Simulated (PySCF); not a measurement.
Compound: pentafluoroethane, C₂HF₅.
SMILES with atom numbers: `[F:1][CH:2]([F:3])[C:4]([F:5])([F:6])[F:7]` (hydrogens: H8 on C2)

Structure used (PBE0-D3(BJ)/def2-SVP), in Å, numbered top down from 1:
```xyz
8
C2HF5 angstrom
F     -0.0908   -1.7317    0.1832
C      0.3497   -0.5948   -0.3695
F      1.6687   -0.4864   -0.1712
C     -0.3513    0.5868    0.3034
F     -0.0934    0.6249    1.6014
F      0.0606    1.7238   -0.2489
F     -1.6639    0.4812    0.1279
H      0.1345   -0.5971   -1.4524
```

The closed-shell ground state was solved at several levels (PySCF, density fitting, gas phase, non-relativistic).

| level | basis functions | HOMO (eV) | LUMO (eV) | gap (eV) | dipole (D) |
| --- | --- | --- | --- | --- | --- |
| LC-wPBE/def2-SVPD | 163 | -13.49 | 2.21 | 15.70 | 1.57 |
| B3LYP/def2-SVPD | 163 | -10.48 | 0.22 | 10.70 | 1.54 |
| PBE0/6-311+G(2d,p) | 195 | -10.59 | 0.32 | 10.91 | 1.54 |
| PBE0/cc-pVDZ | 103 | -10.08 | 2.07 | 12.15 | 1.37 |
| CAM-B3LYP/def2-SVPD | 163 | -12.28 | 1.12 | 13.40 | 1.59 |
| LDA/def2-SVPD | 163 | -9.00 | -0.26 | 8.74 | 1.47 |
| PBE0/pcSseg-0 | 65 | -10.49 | 1.88 | 12.37 | 1.76 |
| PBE0/def2-SVPD | 163 | -10.68 | 0.56 | 11.24 | 1.53 |
| PBE0/def2-TZVPD | 283 | -10.53 | 0.28 | 10.81 | 1.49 |
| PBE0/aug-cc-pVDZ | 170 | -10.53 | -0.03 | 10.50 | 1.50 |
| wB97X-D/def2-SVPD | 163 | -12.66 | 2.22 | 14.88 | 1.56 |
| BHandHLYP/pcSseg-2 | 266 | -12.44 | 1.20 | 13.64 | 1.65 |

Estimate the row for PBE0/6-31G, a basis of 65 functions; the other rows only guide the guess.

HOMO -10.53 eV, LUMO 1.95 eV, gap 12.48 eV, dipole 1.71 D.

Over all these levels, which gives the widest orbital gap and which the narrowest?

LC-wPBE/def2-SVPD (range-separated hybrid) has the widest, 15.70 eV, and LDA/def2-SVPD (LDA) the narrowest, 8.74 eV. The two share the basis. From the narrowest to the widest the HOMO moves by -4.49 eV and the LUMO by +2.47 eV.

How much does the basis alone move the frontier levels among the 7 PBE0 rows (the withheld one included)?

The HOMO by 0.60 eV and the LUMO by 2.10 eV. By rising basis size (HOMO, LUMO in eV): pcSseg-0 -10.49, 1.88; 6-31G -10.53, 1.95; cc-pVDZ -10.08, 2.07; def2-SVPD -10.68, 0.56; aug-cc-pVDZ -10.53, -0.03; 6-311+G(2d,p) -10.59, 0.32; def2-TZVPD -10.53, 0.28.

In the def2-SVPD basis, how does the gap go with the fixed share of exact exchange?

LDA (0 %) 8.74 eV; B3LYP (20 %) 10.70 eV; PBE0 (25 %) 11.24 eV. Each rise in the share widens the gap here.

How far do the dipole and the HOMO energy spread over the levels?

The dipole runs from 1.37 to 1.76 D (mean 1.56 D) and the HOMO from -13.49 to -9.00 eV.
